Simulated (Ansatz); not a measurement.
Species: C2HO, charge 0, doublet. C2HO (SMILES C#C[O], doublet).
B3LYP-D3(BJ)/def2-TZVP minimum from Ansatz (an electronic-structure program):
```
C
O 1 1.1710
C 1 1.2878 2 170.77
H 3 1.0711 1 137.10 2 180.00
```
Charge 0, spin multiplicity 2.

Quantity: atomisation energy (electronic, to ground-state atoms), in kJ/mol. Radicals and triplets start from unrestricted determinants; spin-orbit coupling is neglected. CBS(X,Y): correlation extrapolated as X^-3, Hartree-Fock from the larger set. A bracket is a step between two methods taken in the basis named. Functionals run without relativity, which enters their misses. Double hybrids freeze cores in their MP2 part. 'core' is core correlation in cc-pwCVTZ, 'X2C' scalar relativity in cc-pVTZ-DK, both at CCSD(T). Where a partner has so few electrons that a lower coupled-cluster level is exact, that level stands in. The UHF reference of C2HO (C#C[O], doublet) is spin-contaminated (<S^2> up to 0.07 over the pure value in the sets run).

CCSD(T)/CBS(cc-pVTZ,cc-pVQZ) + [CCSDT(Q) - CCSD(T)]/cc-pVTZ + core + X2C (Ansatz) gives 1760.0 kJ/mol.

Task: What does PBE/def2-TZVPD (Ansatz) give here, and how do the other levels compare?

Result: PBE gives 1881.3 kJ/mol, 121.3 kJ/mol above it. Differences of the others: wB97M-V/def2-TZVPD (Ansatz) 8.5; B2PLYP/def2-TZVPD (Ansatz) -1.3; CCSD(T)/CBS(cc-pVTZ,cc-pVQZ) + core + X2C (Ansatz) -4.0 kJ/mol. Nearer than PBE: wB97M-V/def2-TZVPD, B2PLYP/def2-TZVPD, CCSD(T)/CBS(cc-pVTZ,cc-pVQZ) + core + X2C.
